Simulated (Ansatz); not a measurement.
CH3BrFInO (`C[O][In]([F])[Br]`). Total charge 0; spin multiplicity 1. In: def2 effective core potential.

```xyz
8

C    -0.309   -1.196    0.641
O     0.764   -0.474    0.070
In    0.492    1.296   -0.717
F    -1.369    1.849   -0.775
Br    2.197    2.754   -1.622
H    -0.160   -2.258    0.422
H    -1.291   -0.903    0.252
H    -0.324   -1.069    1.729
```

(1) List the harmonic frequencies (cm⁻¹, unscaled) at PBE0-D4/def2-TZVP in Ansatz. (Estimate.)

(2) Is this a minimum?

(3) Give the ideal-gas thermochemistry at 298.15 K and 1 bar (rigid rotor, harmonic oscillator; point group C1, symmetry number 1).

(4) Rotational constants (cm⁻¹)?

## Answers

(1) Ansatz gave: 38, 62, 67, 109, 132, 227, 276, 563, 593, 1095, 1169, 1194, 1476, 1489, 1499, 3011, 3076, 3090.

(2) Yes, all 18 modes are real.

(3) Zero-point energy 114.6 kJ/mol; H(298) − E = 138.3 kJ/mol; entropy 403.2 J/(mol·K), of which translation 177.5, rotation 121.9, vibration 103.9; G(298) − E = 18.1 kJ/mol. Modes under 100 cm⁻¹ are hindered rotations or soft bends, so the harmonic entropy is rough.

(4) 0.1429, 0.02967, 0.02469.
